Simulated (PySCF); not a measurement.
## Single point on NbF

State: ⁵Π (quintet), unpaired electrons σ ↑, π ↑, δ ↑↑.

An equivalent input (the run itself took its basis sets from the Basis Set Exchange, started from a PBE0 density and held the occupation σ 6α 5β, πx 3α 2β, πy 2α 2β, δx 1α 0β, δy 1α 0β):

```python
from pyscf import gto, dft
mol = gto.M(atom='Nb 0 0 0; F 0 0 1.876', basis={'Nb': 'def2-TZVPP', 'F': 'def2-TZVPP'}, ecp={'Nb': 'def2-TZVPP'},
            charge=0, spin=4, verbose=4, symmetry='C2v')
mf = dft.UKS(mol, xc='WB97X_V')
mf.grids.atom_grid = (80, 434)
mf.grids.prune = dft.gen_grid.treutler_prune
mf.irrep_nelec = {'A1': (7, 5), 'A2': (1, 0), 'B1': (3, 2), 'B2': (2, 2)}
mf.conv_tol = 1e-9
mf.max_cycle = 60
mf.diis_space = 10
mf.kernel()
```

The log (some set-up lines and the per-cycle HOMO/LUMO lines removed):

```
******** <class 'pyscf.dft.uks_symm.SymAdaptedUKS'> ********
method = SymAdaptedUKS
damping factor = 0
level_shift factor = 0
DIIS = <class 'pyscf.scf.diis.CDIIS'>
diis_start_cycle = 1
diis_space = 10
diis_damp = 0
SCF conv_tol = 1e-09
SCF conv_tol_grad = None
SCF max_cycles = 60
number electrons alpha = 13  beta = 9
** Following is NLC and NLC Grids **
NLC functional = WB97X_V
Set gradient conv threshold to 3.16228e-05
init E= -156.72372645222
cycle= 1 E= -156.724887766615  delta_E= -0.00116  |g|= 0.00878  |ddm|= 0.0666
cycle= 2 E= -156.725034863407  delta_E= -0.000147  |g|= 0.00436  |ddm|= 0.0227
cycle= 3 E= -156.725079296432  delta_E= -4.44e-05  |g|= 0.00304  |ddm|= 0.0113
cycle= 4 E= -156.725095874556  delta_E= -1.66e-05  |g|= 0.00182  |ddm|= 0.00639
cycle= 5 E= -156.725104895303  delta_E= -9.02e-06  |g|= 0.000929  |ddm|= 0.00565
cycle= 6 E= -156.725108931843  delta_E= -4.04e-06  |g|= 0.000391  |ddm|= 0.00493
cycle= 7 E= -156.725110036437  delta_E= -1.1e-06  |g|= 0.000235  |ddm|= 0.00263
cycle= 8 E= -156.725110478567  delta_E= -4.42e-07  |g|= 0.000132  |ddm|= 0.00165
cycle= 9 E= -156.725110660573  delta_E= -1.82e-07  |g|= 6.48e-05  |ddm|= 0.00116
cycle= 10 E= -156.725110699395  delta_E= -3.88e-08  |g|= 2.62e-05  |ddm|= 0.000573
cycle= 11 E= -156.725110704406  delta_E= -5.01e-09  |g|= 1.18e-05  |ddm|= 0.000183
cycle= 12 E= -156.725110705543  delta_E= -1.14e-09  |g|= 5.7e-06  |ddm|= 8.17e-05
cycle= 13 E= -156.72511070585  delta_E= -3.08e-10  |g|= 2.91e-06  |ddm|= 4.6e-05
Extra cycle  E= -156.725110705888  delta_E= -3.75e-11  |g|= 2.17e-06  |ddm|= 9.22e-06
converged SCF energy = -156.725110705888  <S^2> = 6.0030821  2S+1 = 5.0012327
```

Repeating this along the bond gives Re = 1.881 Å and ωe = 651 cm⁻¹.

A point of this curve took 12 CPU seconds beside 0.52 for the integrals, on Intel Xeon 6975P-C (shared host).

Spin–orbit coupling is left out. With d or f electrons several states lie close, and the lowest PBE0 determinant need not be the measured ground state.
